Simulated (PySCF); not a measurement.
A GIAO shielding run with PySCF 2.14.0 with density-fitted response routines (density fitting, non-relativistic, gas phase) on SMILES CO[Si@H](C)OCCS, C4H12O2SSi:

```
$ OMP_NUM_THREADS=1 python probes_run.py task.json out

{"job": {"kind": "nmr", "xc": "PBE0", "basis": "pcSseg-1"}, "charge": 0, "multiplicity": 1}
C     -2.067718     1.665445     0.274266
O     -0.983438     0.800089     0.436549
Si    -0.595260    -0.492192    -0.483863
C     -1.917475    -1.844558    -0.478138
O      0.682985    -1.164635     0.256347
C      1.749890    -0.531262     0.886454
C      2.774958     0.031209    -0.088417
S      2.201211     1.523392    -0.962601
H     -2.078058     2.354530     1.119898
H     -3.008634     1.111765     0.248969
H     -1.970180     2.233229    -0.653411
H     -0.302380    -0.053302    -1.850427
H     -2.171221    -2.155654     0.531099
H     -1.589244    -2.724300    -1.019058
H     -2.825435    -1.488250    -0.954672
H      2.244421    -1.288500     1.507723
H      1.377948     0.269448     1.537587
H      3.696615     0.283607     0.436610
H      2.986461    -0.697111    -0.869711
H      1.789405     2.177728     0.121758
```

Hardware: 1 thread of an Arm Neoverse N1, shared host. The job also computes population analyses, field gradients.

Question: How large is the calculation?

Answer: 82 electrons, 210 basis functions and 1136 auxiliary functions.

Question: How long does it take, and how much memory does it need?

Answer: 72 s of wall time, with 13 SCF cycles and 5 response iterations; peak memory 0.93 GiB. Times on a shared host scatter by some tens of per cent.
